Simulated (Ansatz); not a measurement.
`CO[CH2][AlH2]` + `OC[SeH]` → `CO[CH2][AlH][OH]` + `C[SeH]`  (redistribution)

Gas-phase electronic energies from Ansatz, PBE0-D4/def2-TZVP geometries. CCSD(T)/CBS adds triple-zeta CCSD(T) − MP2 to the extrapolated MP2 energy (def2 sets, frozen cores). DFT in def2-TZVPP. For Se outer-core shells are correlated without core-valence functions, which leaves a few kJ/mol of doubt a bond. Scalar relativity is left out up to krypton. Each species was taken in one conformer, which may not be the lowest.

`CO[CH2][AlH2]`:

Z-matrix (Å, degrees):
```
C
O 1 1.401
H 1 1.099 2 111.4
H 1 1.091 2 107.8 3 119.6
H 1 1.100 2 111.4 3 -120.8
C 2 1.411 1 112.8 3 60.4
Al 6 1.971 2 111.2 1 -180.0
H 6 1.106 2 110.7 1 -57.6
H 6 1.106 2 110.7 1 57.7
H 7 1.585 6 122.0 2 0.1
H 7 1.591 6 117.2 2 -179.9
```

`OC[SeH]`:

Cartesian coordinates in Å:
```
O -1.075 -0.910 0.188
C -0.343 0.260 0.335
Se 0.661 0.824 -1.265
H -0.481 -1.621 -0.068
H 0.379 0.220 1.155
H -1.053 1.063 0.525
H 1.911 0.162 -0.870
```

`CO[CH2][AlH][OH]`:

```xyz
12

C     0.455   -0.028   -1.588
O    -0.387   -0.865   -0.854
C     0.084   -1.060    0.473
Al   -0.226    0.525    1.630
O    -1.277    1.739    1.077
H     0.022    0.097   -2.581
H     1.464   -0.454   -1.689
H     0.553    0.967   -1.121
H     1.133   -1.397    0.464
H    -0.485   -1.906    0.879
H     0.388    0.721    3.075
H    -1.724    1.662    0.234
```

`C[SeH]`:

Cartesian coordinates in Å:
```
C 0.114 0.523 0.109
Se -0.458 -0.964 -1.013
H -0.555 0.641 0.958
H 0.058 1.411 -0.519
H 1.140 0.380 0.439
H -0.299 -1.989 0.026
```

CCSD(T)/CBS gives -2.37 eV.

**Question.** Another level gave -2.25 eV. Which?
A. BLYP/def2-TZVPP
B. MP2/def2-TZVPP
C. r2SCAN/def2-TZVPP
D. revPBE-D4/def2-TZVPP

**Answer.** A. BLYP -2.25, MP2/def2-TZVPP -2.45, r2SCAN -2.34, revPBE-D4 -2.18 eV.

Largest T1 diagnostic among the species: 0.012.

At CCSD(T), def2-SVP lies +0.16 eV from the extrapolated value and def2-TZVPP +0.01 eV. From BLYP to BHLYP (50 % exact exchange), in def2-TZVPP and without D4, ΔE moves by −0.08 eV. In def2-TZVPP, CCSD(T) changes the Hartree–Fock value by −0.07 eV (the triples alone add +0.00 eV) and MP2 by −0.16 eV.
